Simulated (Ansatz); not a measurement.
Reaction (formal exchange of groups at a Te–Si bond): `[SiH3]C[SiH2][TeH]` + `C#CCOC` → `C#CC[TeH]` + `CO[SiH2]C[SiH3]`

Isolated molecules relaxed with PBE0-D4/def2-TZVP in Ansatz; ΔE leaves out vibrations. CBS: MP2 limit from def2 TZ/QZ plus the TZ coupled-cluster correction, frozen cores. Functionals use def2-TZVPP. Elements past krypton have def2 core potentials. For Te outer-core shells are correlated without core-valence functions, which leaves a few kJ/mol of doubt a bond. Each species was taken in one conformer, which may not be the lowest.

CCSD(T)/CBS gives -78.3 kJ/mol.

Question: Another level gave -64.3 kJ/mol. Which?
A. MP2/def2-TZVPP
B. CCSD(T)/def2-TZVPP
C. PBE-D4/def2-TZVPP
D. r2SCAN-D4/def2-TZVPP

Answer: C. PBE-D4 -64.3, MP2/def2-TZVPP -83.5, CCSD(T)/def2-TZVPP -79.2, r2SCAN-D4 -74.7 kJ/mol.

Largest T1 diagnostic among the species: 0.011.

The D4 term adds +3.2 kJ/mol with B3LYP and +2.0 kJ/mol with PBE0; it sums over pairs of atoms, weighted by their polarisabilities, and B3LYP, whose exchange is more repulsive, gets the larger term.

B3LYP here is the variant with VWN-RPA as its local correlation; programs differ in this.
